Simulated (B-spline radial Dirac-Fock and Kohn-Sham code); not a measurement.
# Auger decay of the 3d3/2 hole in Nd⁺

System: the Nd⁺ ion in the configuration [Xe] 4f4 6s1.

Model: one-electron (LDA, Dirac) transition rates at Dirac-Fock energies. Program: a radial B-spline solver. Kinetic energies are configuration averages from the vacuum level; the two-hole energies are estimated from single-hole states.

```
transition  kinetic energy (eV)  width (meV)  share (%)
   M4-N1N4                519.8         75.1        9.1
   M4-N2N4                589.5         62.6        7.6
   M4-N3N4                609.6          137       16.5
   M4-N4N4                722.2          114       13.8
   M4-N4N5                725.7          234       28.3
   M4-N4O1                    –         11.7        1.4
   M4-N4O3                832.5         19.0        2.3
   M4-N4N7                847.5         29.1        3.5
   M4-N4N6                848.0         22.1        2.7
   M4-N5N6                851.1         21.4        2.6
```

A dash stands for an energy that rests on an unreliable hole state.

The listed channels hold 88 % of the non-radiative rate. Summed by principal shells, of 0.827 eV in all: MNN 93.8 %, MNO 5.9 %.

Values without a named source are computed, but for edge energies of neutral atoms, which are taken from tables.
